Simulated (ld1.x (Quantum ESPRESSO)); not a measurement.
Transferability test, TM potential for Au (Z = 79)

```json
{
 "Element": "gold (Au)",
 "Generator": "ld1.x (Quantum ESPRESSO) 7.5",
 "Type": "norm-conserving Troullier–Martins (Kleinman–Bylander form)",
 "Functional": "PBE",
 "Relativity": "scalar-relativistic",
 "Frozen core": "[Kr] 4d10 4f14",
 "Valence charge": "19",
 "Reference configuration": "5s2 5p6 5d10 6s1 6p0",
 "Partial waves": "5s (bound): rc 1.40 bohr; 5p (bound): rc 1.55 bohr; 5d (bound): rc 2.74 bohr",
 "Local potential": "all-electron potential smoothed inside 1.50 bohr (lloc = -1)",
 "Core correction": "none"
}
```

Occupied shells without a wave of their own: 6s. They enter only through the test configuration that unscreens the potential.

Energies are relative to the spin-unpolarised reference configuration 5s2 5p6 5d10 6s1 6p0; without spin polarisation the order of configurations can differ from experiment.

```csv
valence configuration,charge,ΔE all-electron (eV),error AE − PS (meV)
5s2 5p6 5d10 6s0 6p0,+1,9.409,+153
5s2 5p6 5d9 6s0 6p0,+2,30.617,+187
5s2 5p6 5d9 6s2 6p0,0,1.693,-121
5s2 5p6 5d9 6s1 6p1,0,7.497,+14
5s2 5p6 5d10 6s0.5 6p0,+0.5,3.773,+70
5s2 5p5 5d10 6s1 6p0,+1,66.105,-303
```

Question: What are ΔE and the potential's error for 5s2 5p6 5d8 6s0 6p0?

Answer: ΔE = 64.494 eV all-electron; the error (AE − PS) is +253 meV.

The 6s level has no wave, so the channel is fitted at the deeper level alone: the likely source of the large errors.
